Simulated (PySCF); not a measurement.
C4H4BFSi.
Numbering: `[F:1][BH:2][C:3]#[C:4][C:5]#[C:6][SiH3:7]` (hydrogens: H8 on B2; H9, H10, H11 on Si7)

Computed, not measured: PySCF 2.14.0, PBE0-D3(BJ)/def2-SVP geometry optimisation, gas phase.

(1) What internal coordinates does the optimisation give?

## Answers

(1) 
| bond | length (Å) | order |
| --- | --- | --- |
| F1–B2 | 1.320 | single |
| B2–C3 | 1.523 | single |
| C3≡C4 | 1.228 | triple |
| C4–C5 | 1.364 | single |
| C5≡C6 | 1.227 | triple |
| C6–Si7 | 1.836 | single |
| B2–H8 | 1.207 | single |
| Si7–H9, Si7–H10, Si7–H11 | 1.491 | single |

Bonds in one row agree within 0.01 Å and their mean is given. Orders are formal, as drawn. A selection of angles:
| angle | degrees |
| --- | --- |
| F1–B2–C3 | 120.3 |
| F1–B2–H8 | 118.3 |
| C3–B2–H8 | 121.5 |
| B2–C3–C4 | 176.2 |
| C3–C4–C5 | 179.7 |
| C4–C5–C6 | 179.5 |
| C5–C6–Si7 | 179.8 |
| C6–Si7–H9 | 108.8 |
| H9–Si7–H10 | 109.9 |

The 7 heavy atoms lie in one plane (0.014 Å rms). B2 (three-coordinate boron) is planar (angles 121.5°, 120.3° and 118.3°, sum 360.0°, 0.00 Å off the plane of its three neighbours). The C–C distances run from 1.227 Å (C5≡C6, drawn triple) to 1.364 Å (C4–C5, drawn single), a spread of 0.137 Å. Si7 (SiH3 silicon) is tetrahedral (angles from 108.8° to 110.0°).

No PBE0-D3(BJ)/def2-SVP frequencies stand behind this structure, so it isn't proved a minimum.
